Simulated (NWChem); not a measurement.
Species: BeSiH₄S; SMILES [SH][Be][SiH3]

```xyz
7

Be    -0.0399     0.1597     0.0043
S     -0.0570     2.0746    -0.0002
H      1.2966     2.1330    -0.0005
Si    -0.0154    -2.0168     0.0002
H     -0.9833    -2.5858    -0.9936
H     -0.3673    -2.5950     1.3377
H      1.3404    -2.5489    -0.3611
```
Atoms are numbered in this order, from 1.

All runs: NWChem. Pople sets run with spherical d functions. The geometry was optimised at PBE0/def2-SVP. Ions are spin-unrestricted doublets at the neutral geometry; other ion states weren't tried. Functional: LC-ωPBE (HJS hole) with 6-31G*; rows give the range parameter ω in 1/bohr.

For range parameter (1/bohr) 0.15:

| Item | Value |
|---|---|
| vertical ionisation energy, ΔSCF (eV) | 10.04 |
| −ε(HOMO) (eV) | 8.69 |

Question: Estimate the same quantities for range parameter (1/bohr) 0.60.

Answer: 
- vertical ionisation energy, ΔSCF (eV): 10.59
- −ε(HOMO) (eV): 11.10
